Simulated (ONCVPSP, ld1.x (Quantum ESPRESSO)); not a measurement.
# Hardness and transferability of assorted potentials

Generated with ld1.x 7.5 (TM, RRKJ, ultrasoft, PAW), atompaw 4.2 or ONCVPSP 4.0.1. The cutoff is in Ry: for ld1.x and atompaw files where the sum of valence levels is converged to 10 mRy in a Bessel basis, for ONCV files where the hardest occupied wave has 1 mHa per electron of residual kinetic energy. The error is the largest all-electron minus pseudo excitation energy over each file’s own four to seven test configurations (ionisations up to +4, promotions, holes and added fractions of an electron), all of which were solved. The labels leave out finer settings (local radius, basis sizes, second energies), which also bear on the numbers. Spin-polarised tests are not counted. The rows are a selection from randomly drawn settings: files with unsolved tests, undetermined cutoffs or missed reference levels are left out.

A true bound ghost makes a file unfit for plane-wave use even where its test errors are small: the radial tests pick states by their node count and pass the ghost by.

```tsv
element	potential	cutoff (Ry)	largest error (meV)	bound ghosts
Cu	ONCV, PBE, scalar-relativistic, rc 2.05/1.65/1.45 (spd), local smoothed, core correction no, reference 3d10 4s0.5, qcut 3.9/5.8/9.4, projectors 1/3/2	81	+41	p
Ag	ONCV, PBEsol, fully relativistic, rc 1.45/1.68/1.80 (spd), local smoothed, core correction yes, reference 4s2 4p6 4d10, qcut 7/10.4/7.6, projectors 2/2/2	79	+52	none
Gd	ONCV, LDA (Perdew-Zunger), scalar-relativistic, rc 2.45/1.85/2.70 (spd), local smoothed, core correction yes, reference 5s2 5p6 5d1 6s1, qcut 5.8/7/5.2, projectors 2/1/2	34	-80	none
Yb	ONCV, LDA (Perdew-Zunger), scalar-relativistic, rc 1.90/2.60/2.75 (spd), local smoothed, core correction no, reference 5s2 5p6 5d1 6s1 6p1, qcut 5.8/6.7/5.9, projectors 2/2/2	26	+8.3	none
```

Q: Fill in the row for Pt: TM, LDA (PZ), scalar-relativistic, rc 2.30/2.65/1.75/2.70 (spdf), local p, core correction yes, reference 5d9 6s1 6p0.

A: cutoff 40 Ry, largest error -1529 meV, bound ghosts: none.

Q: Fill in the row for Ru: ONCV, PBEsol, scalar-relativistic, rc 1.60/1.10/2.00 (spd), local smoothed, core correction yes, reference 4s2 4p6 4d7 5s1, qcut 6.7/6.6/6.9, projectors 2/2/1.

A: cutoff 280 Ry, largest error -5.5 meV, bound ghosts: s.

Q: Fill in the row for Mo: ONCV, PBE, scalar-relativistic, rc 2.05/1.70/1.75 (spd), local smoothed, core correction yes, reference 4s2 4p6 4d5 5s1, qcut 5.6/7.3/5.8, projectors 2/2/2.

A: cutoff 32 Ry, largest error -3.8 meV, bound ghosts: none.
